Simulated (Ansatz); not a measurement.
The cluster Pb2S5⁻. Charge -1, multiplicity 2. Geometry PBE-D4/def2-SVPD; atoms count from 1.

```xyz
7

Pb   -1.6561   -0.3827    0.5143
Pb    1.1557    1.2971    1.3547
S     0.9850   -0.4561   -2.3209
S     0.6317   -1.3022    1.5346
S     0.2199   -2.1980   -1.6568
S    -1.3506    1.9039    1.8826
S     0.0144    1.1380   -1.3086
```

In the def2 sets Pb takes a core potential; there is no spin–orbit coupling. Another isomer (doublet) lies 0.36 eV lower at PBE0-D4/def2-SVP; other spin states weren't run for this one.

Estimate the Mulliken populations from the PBE0/def2-SVP orbitals of Ansatz.


```tsv
atom	charge (e)	spin (α − β)
Pb1	0.42	-0.02
Pb2	0.36	-0.01
S3	-0.03	0.24
S4	-0.56	0.18
S5	-0.22	0.53
S6	-0.62	0.01
S7	-0.35	0.07
```
Mulliken values and Mayer orders depend strongly on the basis.

Where does the spin sit?

Summed by element: Pb -0.03, S 1.03, of 1 unpaired in all. Largest on single atoms: S5 0.53, S3 0.24, S4 0.18.

And the Mayer bond orders between bonded heavy atoms (over 0.3)?

Pb1–S4 0.85 (2.67 Å); Pb1–S6 0.89 (2.68 Å); Pb1–S7 0.40 (2.90 Å); Pb2–S4 0.91 (2.66 Å); Pb2–S6 0.98 (2.63 Å); Pb2–S7 0.41 (2.90 Å); S3–S5 1.32 (2.02 Å); S3–S7 0.97 (2.12 Å).
